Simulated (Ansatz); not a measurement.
Two isomers of CH5NSSi: A = `S[SiH]1CN1`, B = `[SiH3]NC=S`.

Calculated with Ansatz (gas phase, PBE0-D4/def2-TZVP geometries, no zero-point term in ΔE). CBS: MP2 limit from def2 TZ/QZ plus the TZ coupled-cluster correction, frozen cores. Functionals use def2-TZVPP. B3LYP here is the variant with VWN-RPA as its local correlation; programs differ in this. Each species was taken in one conformer, which may not be the lowest.

A:

Z-matrix (Å, degrees):
```
Si
C 1 1.826
N 1 1.701 2 50.3
S 1 2.115 2 128.1 3 -98.9
H 1 1.479 2 119.7 3 109.4
H 2 1.088 1 124.3 3 100.5
H 2 1.091 1 117.9 3 -106.9
H 3 1.008 1 131.1 2 110.3
H 4 1.344 1 93.1 2 29.7
```

B:

Z-matrix (Å, degrees):
```
Si
N 1 1.753
H 1 1.480 2 105.9
H 1 1.483 2 109.9 3 120.0
H 1 1.483 2 109.9 3 -120.1
C 2 1.348 1 126.4 3 0.0
H 2 1.014 1 120.9 3 -180.0
S 6 1.628 2 126.1 1 180.0
H 6 1.093 2 113.0 1 -0.0
```

Task: Which is lower in electronic energy at CCSD(T)/CBS, and by how much? (Estimate.)

Result: The calculation gave: B, by 22.6 kJ/mol.

Task: Give E(B) − E(A) in kJ/mol with B2PLYP, MP2/def2-TZVPP, ωB97M-V, BLYP-D4, PBE-D4, B3LYP, B3LYP-D4. (Estimate.)

Result: Computed: B2PLYP -36.9, MP2/def2-TZVPP -22.8, ωB97M-V -18.8, BLYP-D4 -47.5, PBE-D4 -22.4, B3LYP -40.8, B3LYP-D4 -39.7. None reverses the order clearly.

Task: Does the order hold for the free energy at 298.15 K (harmonic terms from PBE0-D4)? (Estimate.)

Result: Computed: Yes: G(B) − G(A) = -29.9 kJ/mol, for one conformer each. Modes under 60 cm⁻¹, often nearly free rotors, make the harmonic entropy too high.

Largest T1 diagnostic: 0.017.

From BLYP to BHLYP (50 % exact exchange), in def2-TZVPP and without D4, E(B) − E(A) moves by +11.0 kJ/mol. Leaving LDA and LC-ωPBE aside and taking each functional with its dispersion term where it has one, the values, not all of them listed here, spread over 31.5 kJ/mol, from BLYP-D4 to PBE-QIDH. LDA lies +8.2 kJ/mol from PBE without D4.
